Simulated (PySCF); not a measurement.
**Mg⁺ (magnesium, charge +1) across methods**

[Ne] 3p1, 2P determinant (an excited configuration). Calculation: PySCF 2.14, in aug-cc-pCVDZ; the non-relativistic Hamiltonian (point nucleus).

```
   method  E (hartree)  mean ε 2p α (eV)  mean ε 2p β (eV)  mean ε 3p α (eV)  Σ⟨r²⟩ (bohr²)   ⟨S²⟩
     BP86    -199.6529           -57.373           -57.289            -8.513          18.06  0.750
     PBE0    -199.5333           -61.484           -61.364            -9.049          18.26  0.750
  LC-wPBE    -199.5518           -63.163           -63.078           -10.846          18.26  0.750
      LDA    -198.6870           -57.330           -57.233            -8.339          18.10  0.750
      UHF   -199.20758           -72.921           -72.735           -10.433          19.22  0.750
   r2SCAN    -199.6151           -58.765           -58.683            -8.467          18.18  0.750
BHandHLYP    -199.6369           -65.601           -65.471            -9.488          18.29  0.750
    B3LYP    -199.6547           -60.734           -60.636            -8.934          18.05  0.750
      PBE    -199.5151           -57.267           -57.170            -8.469          18.09  0.750
```
